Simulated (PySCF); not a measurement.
Worked example: entropy of an ideal gas

Si(Br)2(OH)2 (Br₂H₂O₂Si), SMILES O[Si](O)(Br)Br.

The structure is a stationary point at B3LYP-D3(BJ)/def2-SVP. The values are those of a single conformer.

PySCF 2.14.0 with B3LYP-D3(BJ)/def2-SVP gives the harmonic wavenumbers 101, 141, 172, 232, 237, 251, 275, 413, 493, 779, 830, 880, 978, 3853, 3856 cm⁻¹ and the rotational temperatures 0.1117, 0.0401, 0.0352 K. The molar mass is 221.91 g/mol, the symmetry number 2, the spin multiplicity 1.

Question: Work out the entropy at 298.15 K and 1 atm in the rigid-rotor, harmonic-oscillator model.

Answer: 
Translation (Sackur–Tetrode at 1 atm): S = R[1.5 ln M + 2.5 ln T − 1.16487] = 176.1 J/(mol K).
Rotation: q = (√π/σ) T^1.5/√(θA θB θC) = 363000, S = R[ln q + 3/2] = 118.9 J/(mol K).
Vibration: with u = 1.4388 ν/T, each mode gives R[u/(e^u − 1) − ln(1 − e^−u)]:
| ν (cm⁻¹) | modes | u | S (J/(mol K)) |
|---|---|---|---|
| 101 | 1 | 0.49 | 14.37 |
| 141 | 1 | 0.68 | 11.67 |
| 172 | 1 | 0.83 | 10.10 |
| 232 | 1 | 1.12 | 7.80 |
| 237 | 1 | 1.14 | 7.64 |
| 251 | 1 | 1.21 | 7.21 |
| 275 | 1 | 1.33 | 6.55 |
| 413 | 1 | 1.99 | 3.83 |
| 493 | 1 | 2.38 | 2.83 |
| 779 | 1 | 3.76 | 0.94 |
| 830 | 1 | 4.01 | 0.77 |
| 880 | 1 | 4.25 | 0.63 |
| 978 | 1 | 4.72 | 0.43 |
The stiffer modes add less than 0.005 each. Sum 74.8 J/(mol K).
Spin: R ln 1 = 0.0 J/(mol K).
Total 369.8 J/(mol K); the program's own thermochemistry gives 369.8. Translation makes up 48 % and vibration 20 %. Anharmonicity, hindered rotation and orbital degeneracy are left out.
